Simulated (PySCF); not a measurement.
C6H9NO2.
Cartesian coordinates in Å at the GFN2-xTB level; atoms count from 1:
```xyz
18
C6H9NO2 angstrom
C     -4.4705    0.2948   -0.1524
C     -3.2599   -0.2263   -0.2787
O     -2.1467    0.4462    0.0998
C     -0.9386   -0.1521   -0.0799
C      0.1880    0.4503    0.2959
N      1.4464   -0.1130    0.1326
C      2.6006    0.5043    0.5311
C      3.8387   -0.3166    0.2424
O      2.6128    1.5924    1.0565
H     -5.3396   -0.2548   -0.4568
H     -4.6111    1.2775    0.2577
H     -3.0985   -1.2180   -0.6929
H     -0.9474   -1.1356   -0.5426
H      0.1931    1.4259    0.7550
H      1.4980   -1.0239   -0.2998
H      3.7741   -1.2824    0.7394
H      4.7127    0.2165    0.6048
H      3.9389   -0.4790   -0.8289
```

Computed at PBE0/pcSseg-1 (PySCF, non-relativistic), with Q(17O) = −0.0256 b, Q(14N) = 0.02044 b: O3, 17O (I = 5/2): χzz = -11.03 MHz, η = 0.483; N6, 14N (I = 1): χzz = -4.464 MHz, η = 0.090; O9, 17O (I = 5/2): χzz = 9.896 MHz, η = 0.057.

(1) Find the zero-field quadrupole resonance frequencies of 17O at O3.

(2) Find the zero-field quadrupole resonance frequencies of 14N at N6.

(3) Where would the pure quadrupole (NQR) lines of 17O at O9 fall for the rigid, isolated species?

Answers

(1) From the eigenvalues of H = χ/[4I(2I − 1)] × [3Iz² − I(I + 1) + η(Ix² − Iy²)], steps between neighbouring levels, labelled as for η = 0: ±1/2↔±3/2 2.032 MHz, ±3/2↔±5/2 3.177 MHz (ether oxygen).

(2) From ν± = (3/4)|χ|(1 ± η/3) and ν0 = |χ|η/2: ν+ 3.449 MHz, ν− 3.248 MHz, ν0 0.201 MHz (amide nitrogen).

(3) From the eigenvalues of H = χ/[4I(2I − 1)] × [3Iz² − I(I + 1) + η(Ix² − Iy²)], steps between neighbouring levels, labelled as for η = 0: ±1/2↔±3/2 1.490 MHz, ±3/2↔±5/2 2.967 MHz (amide oxygen).

In a crystal, neighbours and librations shift these lines. GFN2-xTB bond lengths can be off by several hundredths of an ångström, more for odd bonds, and the gradients follow them. With so small a basis the couplings can be 20 % off.

These values come from a run that also computed NMR shieldings. Time: 27 s wall. Hardware: one thread of an Arm Neoverse V2, no GPU, shared host.

One conformer stands for the species.
